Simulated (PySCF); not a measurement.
Compound: C₅H₆O₂.
Numbering: `[CH2:1]=[CH:2][C:3](=[CH2:4])[C:5](=[O:6])[OH:7]`

Geometry (GFN2-xTB, Å), atoms numbered from 1 in this order:
```xyz
13
C5H6O2 angstrom
C      2.071   -0.617   -0.095
C      1.199    0.307   -0.478
C     -0.228    0.355   -0.174
C     -0.983    1.360   -0.637
C     -0.863   -0.708    0.652
O     -0.318   -1.670    1.132
O     -2.180   -0.504    0.836
H      3.108   -0.549   -0.382
H      1.786   -1.460    0.507
H      1.535    1.140   -1.086
H     -2.037    1.423   -0.431
H     -0.553    2.145   -1.238
H     -2.542   -1.222    1.377
```

Lines to be assigned: C 1s: 289.88 (area 1), 290.30 (area 1), 290.75 (area 1), 291.31 (area 1), 294.74 (area 1) eV; O 1s: 537.73 (area 1), 539.92 (area 1) eV.

The calculation used PySCF, delta-SCF UKS SCAN, pcX-2 on the ionised atom, pcseg-1 elsewhere, spin-free X2C. One conformer (not necessarily the lowest) at the GFN2-xTB geometry, without solvent, vibrations or thermal averaging.

Task: Assign the C 1s lines to atoms.

Result: 289.88 eV: C1 (terminal =CH2 carbon); 290.30 eV: C4 (terminal =CH2 carbon); 290.75 eV: C2 (alkene CH carbon); 291.31 eV: C3 (fully substituted alkene carbon); 294.74 eV: C5 (carboxylic acid carbon). The listed C 1s values span 4.86 eV, from C1 (bonded to C (double bond) and 2 H) to C5 (bonded to O (double bond), O and C). The widest gap between neighbouring values is 3.43 eV, between 291.31 and 294.74 eV. Summing the Pauling electronegativity differences to the bonded atoms, each weighted by its formal bond order, gives -0.70 for the lowest site and +2.67 for the highest; no listed site has a larger sum than the highest.

Task: Order the oxygen atoms by O 1s binding energy.

Result: 537.73 eV: O6 (acid carbonyl oxygen); 539.92 eV: O7 (acid hydroxyl oxygen). The listed O 1s values span 2.19 eV, from O6 (bonded to C (double bond)) to O7 (bonded to C and H). Summing the Pauling electronegativity differences to the bonded atoms, each weighted by its formal bond order, gives -1.78 for the lowest site and -2.13 for the highest; the largest sum, -1.78, belongs to O6, 2.19 eV below the top. The smallest sum, -2.13, belongs to O7, 2.19 eV above the lowest.

Bonded neighbours of each site: C1: C (double bond) and 2 H; C2: C (double bond), C and H; C3: C (double bond) and 2 C; C4: C (double bond) and 2 H; C5: O (double bond), O and C; O6: C (double bond); O7: C and H.

Task: Which photon energy gives electrons from C 1s of C1 a kinetic energy of 200 eV, and what is their de Broglie wavelength?

Result: hν = 289.88 + 200 = 489.88 eV, recoil neglected; λ = 12.264 Å/√(E/eV) = 0.87 Å.

Spin contamination (⟨S²⟩ against 0.75 for a pure doublet) is marked for C 1s of C3 (0.89) and C 1s of C5 (0.92), which makes these values less certain.
